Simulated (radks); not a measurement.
Results of a calculation; reference values are marked as such.
Ionisation of Sc17+, [He] 2s2, to Sc18+, [He] 2s1, under several functionals. Scalar-relativistic Kohn-Sham, spin-polarised, spherical densities, finite nucleus; open shells are filled with parallel spins first; a radial shooting solver on a logarithmic mesh with Libxc functionals.

functional                                        E(Sc17+) (hartree)  Exc (hartree)  IE (eV)  -e(HOMO) (eV)  <r> HOMO (bohr)  IE error (eV)
exchange-only r2SCAN                                      -522.13404      -16.66206   1206.2         1180.2           0.3060           -6.9
exchange-only B88                                         -522.20271      -16.73926   1208.6         1178.5           0.3056           -4.5
RPBE                                                      -522.42335      -16.96238   1210.7         1179.7           0.3056           -2.4
LDA (Slater exchange, Perdew-Zunger correlation)          -520.54956      -15.05775   1207.5         1176.9           0.3059           -5.6
PBEsol                                                    -521.49584      -16.02033   1208.5         1178.2           0.3058           -4.6
PW91                                                      -522.26109      -16.79664   1210.7         1179.8           0.3056           -2.4
BP86                                                      -522.41976      -16.95946   1210.4         1179.9           0.3055           -2.7

NIST Atomic Spectra Database: 1213.1 eV (semi-empirical). Closest: PW91. The Delta-SCF values span 4.51 eV, the total energies 1.87 hartree. The highest occupied level is 2s.
